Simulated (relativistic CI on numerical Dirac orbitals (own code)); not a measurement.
# Level scheme of Ir24+

Computed by Dirac-Coulomb-Breit CI, KLI orbitals optimised for each configuration, model QED, unscaled Slater integrals (own radial code, finite nucleus).

Configuration list (outside the closed core [Ar] 3d10): 4s²4p⁶4d¹⁰4f⁷, 4s²4p⁶4d¹⁰4f⁶5s, 4s²4p⁶4d¹⁰4f⁵5s², 4s²4p⁶4d⁹4f⁸, 4s²4p⁶4d¹⁰4f⁶5p, 4s²4p⁵4d¹⁰4f⁸, 4s²4p⁶4d¹⁰4f⁶6s, 4s4p⁶4d¹⁰4f⁸, 4p⁶4d¹⁰4f⁹. Levels of other configurations are missing.

The lowest level is 4s²4p⁶4d¹⁰4f⁷ ⁸S°7/2, with 83 % of that term; Hund's rules for 4s²4p⁶4d¹⁰4f⁷ give ⁸S° with J = 7/2, in agreement.

```
No.  Configuration  Term     J  E (cm⁻¹)   %  Next component (%)  Lifetime (s)
  1  4s²4p⁶4d¹⁰4f⁷   ⁸S°   7/2       0.0  83              15 ⁶P°              
  2  4s²4p⁶4d¹⁰4f⁷   ⁶P°   7/2   64245.4  21              20 ⁴D°      6.97e-04
  3  4s²4p⁶4d¹⁰4f⁷   ⁶P°   5/2   73685.6  51              29 ⁶D°      6.04e-04
  4  4s²4p⁶4d¹⁰4f⁷   ⁶I°   7/2   77455.0  52              24 ⁴H°      2.61e-03
  5  4s²4p⁶4d¹⁰4f⁷   ⁶P°   3/2   80013.1  65              22 ⁶D°      8.50e-02
  6  4s²4p⁶4d¹⁰4f⁷   ⁶I°   9/2   81859.8  59              20 ⁴H°      1.16e-02
  7  4s²4p⁶4d¹⁰4f⁷   ⁶I°  17/2   83894.7  74              20 ⁴K°              
  8  4s²4p⁶4d¹⁰4f⁷   ⁶I°  11/2   86883.7  76              13 ⁴H°      1.03e-01
  9  4s²4p⁶4d¹⁰4f⁷   ⁶I°  13/2   88936.7  80               7 ⁴H°      1.36e+00
 10  4s²4p⁶4d¹⁰4f⁷   ⁶I°  15/2   89149.4  83              11 ⁴K°      1.50e-01
 11  4s²4p⁶4d¹⁰4f⁷   ⁶D°   9/2   92910.4  55              13 ⁶I°      3.10e-03
 12  4s²4p⁶4d¹⁰4f⁷   ⁶D°   7/2  100912.2  41              19 ⁴D°      1.19e-03
 13  4s²4p⁶4d¹⁰4f⁷   ⁶D°   1/2  105870.2  93               4 ⁴P°      1.93e-03
 14  4s²4p⁶4d¹⁰4f⁷   ⁶D°   5/2  107458.8  37              33 ⁶P°      8.83e-04
 15  4s²4p⁶4d¹⁰4f⁷   ⁶I°   7/2  107668.3  21              14 ⁶P°      5.72e-04
 16  4s²4p⁶4d¹⁰4f⁷   ⁶D°   3/2  107975.3  62              22 ⁶P°      2.05e-03
 17  4s²4p⁶4d¹⁰4f⁷   ⁴F°   5/2  110869.0  21              19 ⁶G°      9.85e-04
 18  4s²4p⁶4d¹⁰4f⁷   ⁶G°  11/2  115175.5  35              30 ⁶F°      4.80e-03
 19  4s²4p⁶4d¹⁰4f⁷   ⁶G°   9/2  118053.8  33              16 ⁶D°      6.45e-03
 20  4s²4p⁶4d¹⁰4f⁷   ⁴N°  17/2  118689.8  33              26 ²M°      2.48e-03
 21  4s²4p⁶4d¹⁰4f⁷   ⁶G°   3/2  119866.9  36              25 ⁴F°      1.81e-03
 22  4s²4p⁶4d¹⁰4f⁷   ⁶G°  13/2  124366.8  37              26 ⁴H°      2.85e-03
 23  4s²4p⁶4d¹⁰4f⁷   ⁴G°   9/2  126021.8  27              16 ⁴F°      9.23e-04
 24  4s²4p⁶4d¹⁰4f⁷   ⁶G°   7/2  127318.3  37              13 ⁶D°      8.97e-04
 25  4s²4p⁶4d¹⁰4f⁷   ⁴G°  11/2  127347.1  26              17 ⁶G°      2.78e-03
 26  4s²4p⁶4d¹⁰4f⁷   ⁶G°  13/2  128161.0  27              22 ⁶H°      5.42e-03
 27  4s²4p⁶4d¹⁰4f⁷   ⁴D°   1/2  130432.6  49              46 ⁶F°      3.00e-03
 28  4s²4p⁶4d¹⁰4f⁷   ⁴N°  19/2  131875.5  53              22 ⁴L°      9.44e-03
 29  4s²4p⁶4d¹⁰4f⁷   ⁴N°  23/2  132956.4  70              21 ²O°              
 30  4s²4p⁶4d¹⁰4f⁷   ⁴F°   7/2  133261.4  25              24 ⁶F°      4.00e-03
```

Energies count from the lowest computed level; ° marks odd parity; lifetimes are radiative, by E1, M1, E2, M2 decay to levels of this space only; some are left blank where a channel outside the calculation adds to the decay or the decay crosses a small, uncertain gap.

The mean weight of the leading LS term, summed over parents, in these 30 levels is 49 %, and that of the leading jj configuration (from the same eigenvectors) 50 %.

At this charge energies of transitions that change n are usually good to better than 1 %, and those within a shell (Δn = 0) to a few per cent. Terms inside the open d or f shell come out 10 to 20 % too wide with unscaled integrals.

LS names give the leading component of a level, which can be under half, so a name can repeat, a term be missing and a line seem to break the LS rules.
